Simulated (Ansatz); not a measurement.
Consider the cleavage of the Al–Al bond: `[CH3][AlH][AlH][F]` + `N=C=O` → `[CH3][AlH][N]=C=O` + `[F][AlH2]`.

Calculated with Ansatz (gas phase, PBE0-D4/def2-TZVP geometries, no zero-point term in ΔE). CCSD(T)/CBS is the MP2 limit (def2-TZVPP, def2-QZVPP) plus CCSD(T) − MP2 in def2-TZVPP, frozen cores. This one scheme is used for every species. DFT in def2-TZVPP. HSE06 is defined as in plane-wave codes. Each species was taken in one conformer, which may not be the lowest.

```csv
level,ΔE (kJ/mol)
HSE06-D4,-138.6
PBE-QIDH,-152.7
PBE,-129.0
revPBE,-127.8
BHLYP,-164.7
LC-ωPBE,-148.7
CCSD(T)/def2-TZVPP,-153.6
HF/CBS(def2),-174.4
```

Problem. What does CCSD(T)/CBS give? (An estimate is asked.)

Solution. Computed: -153.8 kJ/mol. The listed levels differ from it by 15.2, 1.1, 24.8, 26.0, -10.9, 5.1, 0.2, -20.6 kJ/mol.

Largest T1 diagnostic among the species: 0.018.

From r2SCAN to r2SCAN0 (25 % exact exchange), in def2-TZVPP and without D4, ΔE moves by −3.2 kJ/mol. Leaving LDA and LC-ωPBE aside and taking each functional with its dispersion term where it has one, the values, not all of them listed here, spread over 36.3 kJ/mol, from B97M-V to PBE-D4. LDA lies −4.0 kJ/mol from PBE without D4. At CCSD(T), def2-SVP lies −10.2 kJ/mol from the extrapolated value and def2-TZVPP +0.2 kJ/mol.
